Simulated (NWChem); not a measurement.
A series in which one site is exchanged, each optimised at PBE0/def2-SVP with NWChem, gas phase unless a solvent is named. Some are not confirmed as minima by frequencies. def2 effective core potentials on I, Hf; no spin-orbit coupling.

A: [F][HfH]([F])[F] (HfHF$_{3}$; site = H)
B: [F][Hf]([Cl])([F])[F] (HfClF$_{3}$; site = Cl)
C: [F][Hf]([F])([F])[F] (HfF4; site = F)
D: [Hf]([F])([I])([F])[F] (HfIF$_{3}$; site = I)

Values for A:

```
Property                                            Result
--------------------------------------------------  ------
dipole (D), PBE0/def2-SVP                             0.06
orbital gap (eV), PBE0/def2-SVP                       7.93
static polarisability, PBE/def2-SVPD (bohr³)          41.8
lowest singlet excitation, PBE/def2-SVPD, TDA (eV)    5.80
```

### Question
How do these values change for the other members?

### Answer
| change from A | B | C | D |
|---|---|---|---|
| dipole (D), PBE0/def2-SVP | +0.03 | -0.06 | -0.04 |
| orbital gap (eV), PBE0/def2-SVP | +0.84 | +3.26 | -1.04 |
| static polarisability, PBE/def2-SVPD (bohr³) | +10.8 | -4.3 | +33.8 |
| lowest singlet excitation, PBE/def2-SVPD, TDA (eV) | +0.59 | +2.68 | -0.99 |
